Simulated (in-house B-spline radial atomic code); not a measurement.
Values are calculated unless marked as measured or tabulated.
# Ge ion on Ti atom: potential, deflection and energy transfer

The pair potential comes from two frozen, spherical free-atom densities (PBE, B-spline radial code, scalar-relativistic past argon): electrostatics plus the change in Thomas-Fermi kinetic and Dirac exchange energy where they overlap, the recipe behind the universal ZBL potential, which averages such potentials (from solid-state densities) over many pairs. It is written V = (Z1 Z2 e²/r) φ(r/a), with e² = 14.3996 eV·Å and a = 0.46850 Å/(Z1^0.23 + Z2^0.23); ZBL's fit is φ = 0.18175 e^(−3.1998x) + 0.50986 e^(−0.94229x) + 0.28022 e^(−0.4029x) + 0.02817 e^(−0.20162x). Where φ falls below 4e-4 it is continued as an exponential.

Masses 72.63 and 47.87 u.

```csv
x = r/a,"φ, this pair","φ, ZBL"
0.1,0.8937,0.8928
0.5,0.6243,0.6096
1.5,0.3133,0.2995
3,0.1381,0.1292
5,0.05523,0.05224
8,0.01851,0.01705
12,0.004971,0.00474
17,0.001278,0.001212
```

Q: At x = 3 the electrostatic, kinetic and exchange parts are 1359.68, 3068.0 and -190.28 eV. Find r, V and φ.

A: a = 0.46850/(2.2191 + 2.0359) = 0.11010 Å, so r = 0.33031 Å. V = 1359.68 + 3068.0 + (-190.28) = 4237.40 eV. The bare repulsion is 32 × 22 × 14.3996/0.33031 = 30690 eV, so φ = 0.1381, +6.8 % against ZBL's 0.1292. The kinetic (Pauli) term is 72 % of V here.

Q: The ion comes in at 231.8 keV with impact parameter 0.0551 Å. The scattering integral gives a centre-of-mass angle of 64.14° and a closest approach of 0.8054 a. What are the reduced energy, the energy passed on and the laboratory angles?

A: ε = E a M2/(Z1 Z2 e² (M1 + M2)) = 231800 × 4.3148e-06 = 1. The most that one collision can pass on is γE with γ = 4 M1 M2/(M1 + M2)² = 0.9578. Here T = γE sin²(θ/2) = 0.9578 × 231800 × 0.2819 = 62570 eV. The ion turns by arctan(sin θ/(cos θ + M1/M2)) = 24.7°, and the struck atom leaves at (180° − θ)/2 = 57.9°. The closest approach is 0.089 Å. With ZBL the angle would be 63.04° and T = 60660 eV.
